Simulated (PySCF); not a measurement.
Several species in one continuum solvent.

Level: PBE0/pcSseg-1 in PySCF, non-relativistic, each on one gas-phase PBE0-D3(BJ)/def2-SVP geometry that isn't relaxed in the solvent. The solvent is an IEF-PCM continuum (van der Waals radii × 1.2). Only the electrostatic response of the medium enters.

Question: Order them by E(solvent) − E(gas) in cyclohexane (ε = 2.017), most negative first (kcal/mol).
A. `[CH2:1]=[CH:2][CH2:3][Si:4]1([OH:5])[O:6][CH2:7][CH2:8][O:9]1` with C1–C2–C3–Si4 -96°, C2–C3–Si4–O5 -173°, C3–Si4–O5–H -173°, C3–Si4–O6–C7 -104°, Si4–O6–C7–C8 -28°, O6–C7–C8–O9 33°, C7–C8–O9–Si4 -24°
B. `[F:1][C:2]([F:3])([F:4])[C@@H:5]1[CH2:6][CH2:7][SiH2:8]1` with C2–C5–C6–C7 -98°, C5–C6–C7–Si8 -19°, C6–C7–Si8–C5 15°, C2–C5–Si8–C7 99°
C. `C[Si@@H]1C[C@H]1C(F)(F)F`
D. `[CH3:1][C:2]#[C:3][Si:4]([OH:5])([OH:6])[O:7][CH2:8][CH3:9]` with C3–Si4–O5–H 52°, C3–Si4–O6–H 65°, C3–Si4–O7–C8 53°, Si4–O7–C8–C9 -165°
E. `[CH2:1]=[CH:2][CH2:3][O:4][SiH2:5][O:6][C:7]([CH3:8])=[O:9]` with C1–C2–C3–O4 131°, C2–C3–O4–Si5 167°, C3–O4–Si5–O6 -163°, O4–Si5–O6–C7 -179°, Si5–O6–C7–C8 179°

Answer: D (-4.2), A (-3.3), E (-2.8), C (-1.5), B (-1.0).

| SMILES | charge | ΔE (kcal/mol) | polarisation term (kcal/mol) | HOMO shift (eV) | dipole gas (D) | dipole solvent (D) | atoms |
| --- | --- | --- | --- | --- | --- | --- | --- |
| CC#C[Si](O)(O)OCC | 0 | -4.2 | -4.4 | -0.03 | 3.65 | 4.04 | 19 |
| C=CC[Si]1(O)OCCO1 | 0 | -3.3 | -3.4 | +0.01 | 1.79 | 1.97 | 19 |
| C=CCO[SiH2]OC(C)=O | 0 | -2.8 | -2.9 | +0.05 | 1.48 | 1.59 | 19 |
| C[Si@@H]1C[C@H]1C(F)(F)F | 0 | -1.5 | -1.6 | +0.10 | 3.55 | 3.84 | 15 |
| FC(F)(F)[C@@H]1CC[SiH2]1 | 0 | -1.0 | -1.0 | +0.13 | 2.40 | 2.60 | 15 |

The polarisation term is half the interaction of the solute with the induced surface charges.
